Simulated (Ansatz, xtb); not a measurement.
# A geometry optimisation of FH4MgPSi with r2SCAN-D4/def2-SVP

The starting geometry of this gas-phase singlet was built from a drawn formula by distance geometry and a force field; its bonds are those of `F[SiH2][Mg][PH2]`.

```xyz
8

F    -1.6028    1.6483   -2.1769
Mg    0.4788    0.7439    0.4696
P     0.8785   -0.1141    2.7641
Si    0.0342    1.6975   -1.8811
H     0.5494    3.1107   -1.9307
H     0.7511    0.9053   -2.8380
H    -0.4962   -0.3495    3.0275
H     0.8796    1.2048    3.3936
```

Question: Where would you expect an optimisation with r2SCAN-D4/def2-SVP to take it?

Answer: It keeps its bonds, and is `F[SiH2][Mg][PH2]`.

The energy falls by 0.15 eV over 9 steps:

| step | E − E(last) (eV) |
| --- | --- |
| 1 | 0.149 |
| 2 | 0.056 |
| 3 | 0.008 |
| 4 | 0.005 |
| 5 | 0.001 |
| 6 | 0.001 |
| 7 | 0.000 |
| 8 | 0.000 |
| 9 | 0.000 |

Final geometry (Å):

```yaml
atoms:
  - { symbol: F, position_ang: [-1.5402, 1.6160, -2.0662] }
  - { symbol: Mg, position_ang: [0.5178, 0.7840, 0.5648] }
  - { symbol: P, position_ang: [0.8747, -0.1603, 2.8202] }
  - { symbol: Si, position_ang: [0.0938, 1.7013, -1.8337] }
  - { symbol: H, position_ang: [0.4839, 3.1321, -2.0781] }
  - { symbol: H, position_ang: [0.7241, 0.9352, -2.9627] }
  - { symbol: H, position_ang: [-0.5418, -0.3175, 2.9914] }
  - { symbol: H, position_ang: [0.8603, 1.1561, 3.3925] }
```

From the same start GFN2-xTB ends elsewhere, differing in F1–Mg2 (1.78 against 3.44 Å here), F1–Si4 (2.59 against 1.65 Å here).

No frequencies were run, so the end isn't proven a minimum. Run with Ansatz 0.2.0, 18 s on 2 threads of Arm Neoverse V1 (shared host).
